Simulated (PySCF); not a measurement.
Run record: excited-state job, `O[Si@@H](C#[C][GeH3])C[SiH3]`.

Computed with TDDFT CAM-B3LYP/def2-SVPD, vertical, gas phase, core orbitals frozen in the response (PySCF 2.14.0, density-fitted response routines). Geometry: GFN2-xTB. The input is one job of a driver script: a line of settings, then coordinates in Å.

Command:
```bash
OMP_NUM_THREADS=1 python probes_run.py task.json out
```

Input:
```
{"job": {"kind": "uv", "xc": "CAM-B3LYP", "basis": "def2-SVPD", "nstates": 8, "ntriplets": 3}, "charge": 0, "multiplicity": 1}
O      0.674306    -2.155208     2.008191
Si     0.785982    -1.301302     0.622493
C     -0.886513    -0.690455     0.083761
C     -1.966457    -0.260793    -0.256351
Ge    -3.643006     0.417123    -0.806978
C      1.871605     0.250257     0.797002
Si     2.314122     1.108712    -0.835978
H      0.327669    -1.783600     2.814366
H      1.306456    -2.319380    -0.279358
H     -3.463374     1.787888    -1.369686
H     -4.563067     0.486811     0.367111
H     -4.230763    -0.478188    -1.845227
H      1.366397     0.973354     1.440736
H      2.793602    -0.021921     1.312672
H      1.093199     1.480188    -1.552009
H      3.114229     0.203083    -1.664509
H      3.098614     2.315462    -0.547224
```

Q: Give the output.

A: 
```
coarse grid: 65680 points
cycle   1  E = -2850.8663482306  dE = -7.791e-02  |g| = 8.357e-01  |ddm| = 7.279e+00
cycle   2  E = -2850.8269593469  dE =  3.939e-02  |g| = 9.908e-01  |ddm| = 2.535e+00
cycle   3  E = -2850.9951507927  dE = -1.682e-01  |g| = 1.052e-01  |ddm| = 1.233e+00
cycle   4  E = -2850.9971972956  dE = -2.047e-03  |g| = 4.161e-02  |ddm| = 2.177e-01
cycle   5  E = -2850.9975141974  dE = -3.169e-04  |g| = 8.159e-03  |ddm| = 7.417e-02
cycle   6  E = -2850.9975236723  dE = -9.475e-06  |g| = 4.876e-03  |ddm| = 3.039e-02
cycle   7  E = -2850.9975294127  dE = -5.740e-06  |g| = 1.046e-03  |ddm| = 9.527e-03
final grid: 135448 points
cycle   8  E = -2850.9974945288  dE =  2.970e-07  |g| = 1.634e-03  |ddm| = 7.663e-03
cycle   9  E = -2850.9974933231  dE =  1.206e-06  |g| = 2.757e-03  |ddm| = 6.912e-03
cycle  10  E = -2850.9974951550  dE = -1.832e-06  |g| = 1.488e-04  |ddm| = 4.510e-03
cycle  11  E = -2850.9974951592  dE = -4.173e-09  |g| = 1.977e-05  |ddm| = 2.655e-04
cycle  12  E = -2850.9974951594  dE = -1.551e-10  |g| = 1.268e-05  |ddm| = 5.446e-05
converged SCF energy = -2850.9974951594

Static polarisability (au): isotropic 120.643, principal 97.974 114.864 149.090

Singlet excitations
state   eV       nm        f      main configurations
  1   5.6434    219.7   0.00036   H->L 0.62
  2   5.9770    207.4   0.00371   H-1->L 0.40, H->L+2 0.15, H->L+1 0.15
  3   6.0809    203.9   0.00099   H-1->L+2 0.38, H-1->L+1 0.30
  4   7.1527    173.3   0.07883   H-2->L 0.67, H->L 0.12
  5   7.4633    166.1   0.00912   H->L+1 0.49, H->L+2 0.25
  6   7.5375    164.5   0.06537   H-1->L+1 0.34, H-1->L+2 0.29, H-1->L 0.12
  7   7.7458    160.1   0.43917   H->L+2 0.28, H-2->L+1 0.28, H-1->L+1 0.09
  8   7.9667    155.6   0.09918   H-5->L 0.38, H->L+3 0.19

Triplet excitations (Tamm-Dancoff, eV): 4.7694 5.1597 5.2169
```

The SCF starts on a coarse grid where the log names one; the energy can jump when the final grid takes over, and dE then counts from the start density on the new grid. H and L stand for HOMO and LUMO; the number after each pair is its weight.

Q: Give the mean polarisability as a volume in Å³, and the ratio of the largest to the smallest principal value.

A: 120.643 au × 0.148185 = 17.88 Å³; 149.090/97.974 = 1.52.

Q: Give S1 in cm⁻¹ and kJ/mol.

A: 5.6434 eV × 8065.54 = 45517 cm⁻¹; × 96.485 = 544.5 kJ/mol.

Main results: HOMO -9.31 eV, LUMO 0.36 eV; lowest singlet 5.64 eV; lowest triplet 4.77 eV (Tamm–Dancoff); mean polarisability 120.6 au.

 The CAM-B3LYP/def2-SVPD calculation is non-relativistic and has no spin–orbit coupling, an omission that weighs most on germanium.

The run took 75 s of wall time on an Arm Neoverse V1 with one thread, no GPU, on a shared host, and the process peaked at 1.2 GiB of memory.

One conformer stands for the species.
Labels such as C1 count atoms from 1, the log's own numbers from 0.
